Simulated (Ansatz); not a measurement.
Molecule: C$_{3}$H$_{11}$NOSi (charge 0, singlet). SMILES: CCN[SiH2]OC
Coordinates optimised at B3LYP-D3(BJ)/def2-TZVP (Ansatz, a program for electronic structure):
```xyz
17

C     -2.3364     0.6751    -0.7948
C     -1.8819    -0.5448     0.0015
N     -0.8110    -0.2688     0.9501
Si     0.8453    -0.6441     0.7571
O      1.8046     0.4749     0.0153
C      1.6850     0.8477    -1.3441
H     -1.5147     1.0819    -1.3865
H     -3.1537     0.4162    -1.4723
H     -2.6909     1.4641    -0.1274
H     -1.5283    -1.3195    -0.6832
H     -2.7402    -0.9737     0.5298
H     -1.0841     0.3623     1.6891
H      0.8724    -1.8828    -0.0599
H      1.4575    -0.7798     2.0913
H      2.6027     1.3539    -1.6449
H      0.8450     1.5333    -1.4910
H      1.5409    -0.0243    -1.9925
```
Charge 0, spin multiplicity 1.

Computed values are from Ansatz. Cores are frozen in the correlated levels unless marked. UHF or UKS for open shells. Spin-orbit coupling is left out. No relativistic terms. Basis-set limits of correlation are two-point, X^-3; Hartree-Fock from the larger set.

- atomisation energy De: 6381.2 kJ/mol at CCSD(T)/CBS(cc-pV(T+d)Z,cc-pV(Q+d)Z)
- total energy: -539.7717 Eh at CCSD(T)/CBS(cc-pV(T+d)Z,cc-pV(Q+d)Z)
- dipole moment: 1.95 D at CCSD(T)/aug-cc-pV(D+d)Z
- T1 diagnostic: 0.011 at CCSD/cc-pV(Q+d)Z
